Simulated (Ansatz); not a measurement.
# A rate constant, worked out

An elementary step of TiNH$_{3}$OF$_{2}$, closed shell (TiNH₃OF₂ ([NH2][Ti]([OH])([F])[F]) → TiOF₂ ([O][Ti]([F])[F]) + NH₃ (still joined by a long Ti–N bond); Ti–N, O–H broken or loosened, N–H formed or tightened). The start structure is the reactant molecule, and the electronic barrier above it is 1.230 eV by CCSD(T) at an estimated basis limit (MP2 extrapolated from triple and quadruple zeta, plus CCSD(T) − MP2 in triple zeta). Ansatz 0.2.0; basis: def2-TZVPP and def2-QZVPP; cores frozen in the correlated methods. Extrapolation: Hartree–Fock as exp(−7.88 √X), correlation as X^−2.97. Harmonic wavenumbers at PBE0-D4/def2-TZVP (Ansatz 0.2.0), in cm⁻¹:

Start: 133, 177, 196, 210, 224, 247, 280, 393, 487, 523, 699, 753, 790, 794, 1519, 3562, 3666, 3937.

Saddle: 1590i, 80, 160, 209, 221, 259, 430, 591, 603, 653, 716, 792, 988, 1316, 1533, 1885, 3559, 3660.

(1) Work out the transition-state-theory rate constant at 900 K from these numbers alone (harmonic vibrations; rotation, path degeneracy and anharmonicity left out), and the Wigner tunnelling factor. Use 1 cm⁻¹ = 1.2398 × 10⁻⁴ eV and k_B = 8.617 × 10⁻⁵ eV/K.

No T1 diagnostic of these runs exceeds 0.025.

Results:

(1) Zero-point energies, half the sums: start 18590/2 cm⁻¹ = 1.1524 eV; saddle, real modes only, 17655/2 cm⁻¹ = 1.0945 eV.
Barrier with zero-point energy: 1.230 + 1.0945 − 1.1524 = 1.1721 eV.
k_BT = 0.07756 eV, so the barrier is 15.11 k_BT.
Vibrational partition functions from the zero-point level, ln q = −Σ ln(1 − exp(−hν/k_BT)): start 12.422, saddle 10.488.
k = (k_BT/h) exp(ln q‡ − ln q) exp(−E0/k_BT), with log₁₀(k_BT/h in s⁻¹) = 13.27: log₁₀ k = 13.27 + (-1.934 − 15.11)/2.3026 = 5.87, so k ≈ 7 × 10^(5) s⁻¹.
Wigner factor: 1 + (hν‡/k_BT)²/24 = 1 + (2.54)²/24 = 1.27. A change of 1 kcal/mol (0.043 eV) in the barrier would change k by a factor of 1.7 at this temperature.

Labels in which every atom is bracketed show which atoms are joined, not bond orders.

For scale, one of the runs: CCSD(T)/def2-TZVPP, 230 basis functions, launched by `ansatz run in.yaml --threads 8 --pin off --events-out ev --progress --plain --max-ram 19148MiB`. Hardware: 8 CPU threads of an AMD EPYC 9R45, shared host. Wall time 38 s; peak host memory 4.7 GiB.
